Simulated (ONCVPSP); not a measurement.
## Before and after: ONCV potential for boron

boron (B), optimised norm-conserving Vanderbilt (ONCV), made with ONCVPSP 4.0.1 (LDA (Perdew-Wang 92), scalar-relativistic). Core [He], reference 2s1.5 (charge +1.5). Waves: 2s: rc 1.25 bohr, ncon 4, nbas 8, qcut 6 1/bohr, 2 projectors, debl 2.6 Ha; p scattering state at 0.35 Ha: rc 1.05 bohr, ncon 4, nbas 8, qcut 9.4 1/bohr, 1 projector. Local part: polynomial inside 0.70 bohr (lpopt 5, dvloc0 3 Ha). Core correction: polynomial model core, fcfact 0.6.

In the p channel the program set the typed energies aside and used 0.050 Ha.

All-electron outer shells of the reference configuration (LDA (PZ), scalar-relativistic, ld1.x):

| shell | level (eV) | outermost node (bohr) | outermost maximum (bohr) |
| --- | --- | --- | --- |
| 1s | -200.05 | – | 0.21 |
| 2s | -25.27 | 0.46 | 1.41 |

Change: s: rc 1.78.

Cutoffs: the cutoffs (Ha) at which the residual kinetic energy of the hardest occupied pseudo-wave falls to 1 and 0.1 mHa per electron; they do not see the model core or the augmentation charge, which bear on the density cutoff. Errors are all-electron minus pseudo energies relative to the spin-unpolarised reference configuration.

Question: Predict the effect on cutoff, ghosts and configuration errors.

Answer: The potential gets softer (13 Ha and 18 Ha → 11 Ha and 14 Ha); of the 4 tests that both files solve, the error grows in 0 and shrinks in 4 by more than 15 % and 0.3 meV (median size 5.1 → 2.7 meV); neither file shows a bound ghost. A larger radius leaves more room for a smooth pseudo-wave, so fewer plane waves are needed. That the errors move this way runs against the usual rule that smaller radii transfer better.

```csv
quantity,base,changed
"cutoff, loose",13 Ha,11 Ha
"cutoff, tight",18 Ha,14 Ha
bound ghosts,none,none
GHOST(+) flags under 300 eV,none,none
"error for 2s2 2p1, meV [ΔE -19.48 eV]",-1.9,-0.4
"error for 2s2, meV [ΔE -11.16 eV]",+4.2,+2.4
"error for 2s1, meV [ΔE 14.14 eV]",+6.1,+3.1
"error for 2s1 2p2, meV [ΔE -13.79 eV]",-21,-8.9
p: phases at 1.06 bohr within 0.05 rad from the reference energy up to (Ha; the scan ends near 5),to the end of the scan,to the end of the scan
"rms error of d²Exc/dni dnj with the model core, mHa",0.77,0.16
```

Changed file: The cutoffs count occupied waves only; projector 1 of the p channel, the hardest unoccupied one, needs 29 Ha at the loose tolerance.
